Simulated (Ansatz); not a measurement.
A set of 12 reactions (bond dissociation), with CCSD(T)/CBS values in kJ/mol:

```csv
reaction,ΔE
`[CH3][Al]([OH])[OH]` → `[OH][Al][OH]`• + `[CH3]`•,368.5
`O[SiH2]S[SiH2][SiH3]` → `[SiH3]`• + `O[SiH2]S[SiH2]`•,328.8
`C[O][Ge]([CH3])([OH])[Cl]` → `C[O][Ge]([CH3])[Cl]`• + `[OH]`•,471.5
`C[SiH](F)N[SiH3]` → `[NH][SiH3]`• + `C[SiH]F`•,522.2
`[OH][Ge]([OH])([F])[Cl]` → F• + `[OH][Ge]([OH])[Cl]`•,556.0
`CB(Cl)[SeH]` → `C[B]Cl`• + `[SeH]`•,419.9
`C[SiH2][GaH2]` → `[GaH2]`• + `C[SiH2]`•,312.3
`[CH3][GeH]([OH])[BH]O` → `[BH]O`• + `[CH3][GeH][OH]`•,344.2
`[OH][GeH]([F])[F]` → `[OH][Ge]([F])[F]`• + H•,396.7
`C[N]([GeH3])[SiH](O)F` → `C[N][GeH3]`• + `O[SiH]F`•,493.7
`N#C[Si](F)(F)Cl` → F• + `N#C[Si](F)Cl`•,683.2
`C#[C][GaH][CH3]` → `C#[C][Ga][CH3]`• + H•,366.9
```

Gas-phase electronic energies from Ansatz, PBE0-D4/def2-TZVP geometries. CCSD(T)/CBS adds triple-zeta CCSD(T) − MP2 to the extrapolated MP2 energy (def2 sets, frozen cores). This one scheme is used for every species, atoms too. Functionals use def2-TZVPP. B3LYP here is the variant with VWN-RPA as its local correlation; programs differ in this. Open shells (•) are unrestricted, without spin–orbit coupling. Spin–orbit coupling would lower the free atoms: a little for F. Bonds to Ga, Ge, Se are less sure, by a few kJ/mol each and by 10 to 20 or more in all where they break to atoms, as the def2 sets lack core-valence functions. Scalar relativity is left out up to krypton. One conformer a species, not always the lowest.

**Question.** Give the mean, mean absolute and largest difference (level minus CCSD(T)/CBS, kJ/mol) for: PBE-D4, PBE0-D4, B3LYP-D4, ωB97M-V, B2PLYP, r2SCAN, PBE0, B3LYP, HF/def2-TZVPP, MP2/def2-TZVPP, SCS-MP2/def2-TZVPP, CCSD(T)/def2-TZVPP, MP2/def2-QZVPP, HF/CBS(def2). (An estimate is asked.)

**Answer.** Ansatz gave: 
```
             level    mean  mean absolute  largest
            PBE-D4   -27.6           27.6    -46.3
           PBE0-D4   -25.4           25.4    -36.8
          B3LYP-D4   -28.5           28.5    -40.4
           ωB97M-V    -8.7           10.3    -19.7
            B2PLYP   -23.6           23.6    -30.7
            r2SCAN   -33.9           33.9    -51.4
              PBE0   -31.2           31.2    -45.1
             B3LYP   -38.9           38.9    -59.8
     HF/def2-TZVPP  -122.7          122.7   -170.2
    MP2/def2-TZVPP     2.2           13.5     21.1
SCS-MP2/def2-TZVPP    -2.3            6.2    -13.3
CCSD(T)/def2-TZVPP   -11.7           11.7    -18.9
    MP2/def2-QZVPP     8.8           15.0     27.5
      HF/CBS(def2)  -123.0          123.0   -166.8
```

The largest T1 diagnostic in the set is 0.017, for `N#C[Si](F)Cl`• (customary mark 0.045).

CCSD(T)/CBS is a level of theory with its own doubt, and the functionals carry their triple-zeta basis error, so these figures describe this set and don't rank the functionals.
